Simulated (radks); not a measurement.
All-electron atom: Nb+ in [Kr] 4d4.

All-electron calculation, Dirac Kohn-Sham, exchange-only LDA, spin-unpolarised, spherical densities, point nucleus; open shells are shared between the two j in proportion to 2j + 1. Program: a radial shooting solver on a logarithmic mesh with Libxc functionals.

Energy parts (eV):
part                   energy
total             -103731.195
kinetic            107421.290
electron-nucleus  -250538.529
Hartree             42401.150
exchange            -3015.106

Orbitals (lengths in bohr, moments of r in powers of bohr):
orbital,occ.,eigenvalue (eV),<r^4>,<1/r>,<r>
1s1/2,2,-18777.13,8.017e-06,42.35,0.03613
2s1/2,2,-2630.529,0.001498,9.613,0.1579
2p1/2,2,-2416.156,0.0009977,9.595,0.1347
2p3/2,4,-2320.554,0.001111,9.159,0.1392
3s1/2,2,-442.3851,0.07955,3.269,0.4440
3p1/2,2,-361.6407,0.08323,3.169,0.4393
3p3/2,4,-346.1433,0.09120,3.064,0.4499
3d3/2,4,-202.9861,0.09916,2.870,0.4315
3d5/2,6,-200.0995,0.1022,2.842,0.4350
4s1/2,2,-63.6225,3.571,1.180,1.159
4p1/2,2,-41.2849,5.805,1.054,1.283
4p3/2,4,-39.1592,6.434,1.023,1.316
4d3/2,1.6,-8.5017,61.92,0.6513,2.089
4d5/2,2.4,-8.3384,65.08,0.6433,2.114

The highest occupied level is 4d5/2 at -8.338 eV. For comparison, the ionisation energy in NIST's Atomic Spectra Database is 14.320 eV (semi-empirical). In exact Kohn-Sham theory the highest level is minus the ionisation energy, but local and semilocal functionals leave it too shallow, through self-interaction and a potential that decays too fast; potentials with the right tail come closer.

Beside tabulated values, note that spin-unpolarised runs miss the spin-polarisation part of the exchange energy of open shells.
